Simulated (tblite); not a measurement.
C7H10Cl (doublet state).
Structure used (GFN2-xTB), in Å, numbered top down from 1:
```
atom  x, y, z in Å
Cl1    2.4430   -1.7106    1.2336
C2     0.9603   -0.7551    0.9897
C3     0.0051   -1.3087   -0.0368
C4    -1.3733   -0.7760    0.1475
C5    -1.3495    0.7481   -0.1644
C6     0.0184    1.3783    0.1424
C7     1.1497    0.3667   -0.0495
C8     0.7882   -0.6482   -1.1543
H9     0.5811   -0.5030    1.9793
H10   -2.0766   -1.2640   -0.5297
H11   -1.7055   -0.9530    1.1721
H12   -1.5747    0.8864   -1.2221
H13   -2.1324    1.2513    0.4033
H14    0.0485    1.7452    1.1713
H15    0.1776    2.2340   -0.5167
H16    2.1348    0.8358   -0.0900
H17    0.2400   -0.2966   -2.0230
H18    1.6566   -1.2244   -1.4645
```

The geometry is computed with GFN2-xTB (gas phase). This method treats the open shell by occupation alone, without spin polarisation.

Masses are those of the commonest isotopes; rigid-rotor values at the optimised geometry. 

Q: Give the principal moments of inertia and the rotational constants in MHz.

A: Ia = 134.84, Ib = 407.58, Ic = 436.87 u·Å²; 505379 MHz·u·Å²/I gives A = 3748, B = 1240, C = 1157 MHz.

Q: What kind of rotor is it?

A: A near-prolate asymmetric top. Ray's parameter κ = (2B − A − C)/(A − C) = -0.936; −1 is the prolate and +1 the oblate limit.

Q: Is it planar, by Δ = Ic − Ia − Ib?

A: Not planar: Δ = Ic − Ia − Ib = -105.55 u·Å². For a rigid frame Δ = −2 Σ m c², so Σ m c² = 52.77 u·Å² lies off the ab plane: 16.98 from hydrogen and 35.79 from heavier atoms. The atom farthest from that plane is 2.07 Å away.

Q: Give the other two planar moments, Paa and Pbb, and the rms extents of the mass along the axes.

A: Paa = Σ m a² = (Ib + Ic − Ia)/2 = 354.81 and Pbb = Σ m b² = (Ia + Ic − Ib)/2 = 82.07 u·Å². With the mass M = 129.05 u, the rms extents √(P/M) along a, b and c are 1.66, 0.80, 0.64 Å.

Q: List the rotational levels J(Ka,Kc) to J = 3 (MHz).

A: Above 0(0,0):
J = 1: 1(0,1) 2397, 1(1,1) 4905, 1(1,0) 4988
J = 2: 2(0,2) 7188, 2(1,2) 9615, 2(1,1) 9865, 2(2,1) 17389, 2(2,0) 17391
J = 3: 3(0,3) 14370, 3(1,3) 16680, 3(1,2) 17178, 3(2,2) 24579, 3(2,1) 24589, 3(3,1) 37328, 3(3,0) 37328
Those of J = 1 are B + C, A + C and A + B.

For this open shell read J as N, the rotation without spin; fine and hyperfine splittings come on top. Its GFN2-xTB frequencies are all real (lowest 144 cm⁻¹). Constants of a rigid frame at the computed geometry: no zero-point averaging, no centrifugal distortion.
